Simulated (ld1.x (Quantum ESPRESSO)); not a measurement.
## Before and after: TM semilocal potential for molybdenum (Mo)

- Element: Mo
- Generator: ld1.x (Quantum ESPRESSO) 7.5
- Type: norm-conserving Troullier–Martins (semilocal form)
- Functional: PBE
- Relativity: scalar-relativistic
- Frozen core: [Kr]
- Valence charge: 6
- Reference configuration: 4d5 5s1 5p0
- Partial waves: 5p (bound, empty): rc 3.35 bohr; 4d (bound): rc 2.10 bohr; 5s (bound): rc 2.60 bohr
- Local potential: the s channel
- Core correction: none

All-electron outer shells of the reference configuration (PBE, scalar-relativistic, ld1.x):

| shell | level (eV) | outermost node (bohr) | outermost maximum (bohr) |
| --- | --- | --- | --- |
| 4s | -64.35 | 0.51 | 0.99 |
| 4p | -38.49 | 0.52 | 1.08 |
| 5s | -4.09 | 1.34 | 2.93 |
| 4d | -3.75 | 0.53 | 1.38 |
| 5p | -1.04 | 1.54 | 4.11 |

Change: wave 4d (bound): rc 2.10 bohr becomes 4d (bound): rc 1.56 bohr.

Cutoffs: the cutoffs (Ry, on a coarse ladder) from which the occupation-weighted sum of valence levels, in a spherical-Bessel basis at the reference potential, stays within 10 and 1 mRy of its value at 400 Ry; they do not see the model core or the augmentation charge, which bear on the density cutoff. Errors are all-electron minus pseudo energies relative to the spin-unpolarised reference configuration.

Question: Predict the effect on cutoff, ghosts and configuration errors.

Answer: The potential gets harder (35 Ry and 45 Ry → 45 Ry and 50 Ry); the errors of the 7 common tests hardly move; neither file shows a bound ghost. A smaller radius makes the pseudo-wave follow the all-electron one further in, where it bends more sharply, so more plane waves are needed. A semilocal file is local in each channel, so a ghost entry of none says nothing of the separable form that plane-wave codes build from it.

```csv
quantity,base,changed
"cutoff, loose",35 Ry,45 Ry
"cutoff, tight",45 Ry,50 Ry
loose cutoff by channel (10 mRy a level),"d 30 Ry, s 6 Ry","d 35 Ry, s 6 Ry"
bound ghosts,none,none
"error for 4d5 5s0 5p0, meV [ΔE 6.89 eV]",+17,+16
"error for 4d4 5s0 5p0, meV [ΔE 22.35 eV]",+74,+78
"error for 4d3 5s0 5p0, meV [ΔE 49.10 eV]",+61,+69
"error for 4d6 5s0 5p0, meV [ΔE 0.76 eV]",-26,-26
"error for 4d5.5 5s0.5 5p0, meV [ΔE 0.28 eV]",-7.9,-7.9
"error for 4d5 5s0.5 5p0, meV [ΔE 2.73 eV]",+2.0,+1.8
"error for 4d4 5s1 5p1, meV [ΔE 3.74 eV]",-43,-43
s: phases at 3.65 bohr within 0.05 rad from the reference energy up to (Ry; the scan ends near 5),1.4,1.4
p: phases at 3.65 bohr within 0.05 rad from the reference energy up to (Ry; the scan ends near 5),1.8,1.8
d: phases at 3.65 bohr within 0.05 rad from the reference energy up to (Ry; the scan ends near 5),4.3,4.6
```
